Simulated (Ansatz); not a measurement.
A run for Ansatz (a program for electronic structure): R-r2SCAN/def2-TZVPP on CdF2 (SMILES [F][Cd][F]), a point of a bond scan (R = 1.933 Å). Elements past Kr take the def2 small-core potentials; no spin–orbit coupling.

Ansatz 0.2 input:
```yaml
crystal:
  periodic: [false, false, false]
  atoms:
    - {symbol: Cd, position_ang: [0.00000000, 0.00000000, 0.00000000]}
    - {symbol: F, position_ang: [-0.00000000, -0.00000000, -1.93349306]}
    - {symbol: F, position_ang: [0.00000000, 0.00000000, 1.93349306]}
basis:
  gaussian:
    orbitals: def2-TZVPP
    pivot_positions_ang: [[0.00000000, 0.00000000, 0.00000000], [-0.00000000, -0.00000000, -1.93349306], [0.00000000, 0.00000000, 1.93349306]]
hamiltonian:
  xc: {name: r2SCAN}
scf: {lower_state_search: off}
output: {orbitals: {seedname: ./end}}
```

Program output:

```
WARN ansatz: RAYON_NUM_THREADS=1 ignored (pool sized by the plan → 1); use --threads N
Functional definition: r2SCAN
these checks for a lower state are left out or cut short: stability, starts, cluster_reference, orbital_swaps, neighbouring_geometries, increment
integrals: 0.03 GiB planned
694 factors; their error is unknown
mean field: 0.29 GiB planned
mean field evaluation 1: about -9994.6095 eV, gradient 6.6e1 eV
mean field evaluation 2: about -9927.3767 eV, gradient 2.0e2 eV
mean field evaluation 4: about -10001.4933 eV, gradient 4.4e0 eV
mean field evaluation 8: about -10001.5180 eV, gradient 1.5e-1 eV
mean field evaluation 16: about -10001.5180 eV, gradient 2.5e-6 eV
mean field -10001.51801268 eV, -367.5490076936 hartree, gradient 1.8e-6 eV, S^2 0.000000; 0 other end points of the search recorded, 0 dependent functions left out
reference -10001.51802536 eV, -367.5490081595 hartree; 19, 19 occupied and 99, 99 virtual orbitals, 694 factors
Total energy: -10001.51802536 eV, -367.5490081595 hartree
Checks for a lower state left out: stability, starts, cluster_reference, orbital_swaps, neighbouring_geometries, increment
```

Self-consistency was reached.

Cost: about 1.4 core-seconds (a rough figure).
